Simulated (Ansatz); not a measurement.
Two isomers of ClFH6Si3: A = `F[Si]([SiH3])([SiH3])Cl`, B = `F[SiH](Cl)[SiH2][SiH3]`.

Computed with Ansatz on PBE0-D4/def2-TZVP structures; ΔE is electronic, products minus reactants. CCSD(T)/CBS adds triple-zeta CCSD(T) − MP2 to the extrapolated MP2 energy (def2 sets, frozen cores). Functionals use def2-TZVPP. B3LYP here is the variant with VWN-RPA as its local correlation; programs differ in this. Each species was taken in one conformer, which may not be the lowest.

(1) Which is lower in electronic energy at CCSD(T)/CBS, and by how much? (Estimate.)

(2) Give E(B) − E(A) in kcal/mol with CCSD(T)/def2-TZVPP, B3LYP, PBE-D4, r2SCAN-D4, ωB97M-V, B2PLYP, MP2/def2-TZVPP. (Best estimate.)

Largest T1 diagnostic: 0.013.

Results:

(1) The calculation gave: B, by 2.4 kcal/mol.

(2) The calculation gave: CCSD(T)/def2-TZVPP -2.6, B3LYP -2.1, PBE-D4 -1.7, r2SCAN-D4 -2.3, ωB97M-V -2.1, B2PLYP -2.3, MP2/def2-TZVPP -2.7. None reverses the order clearly.
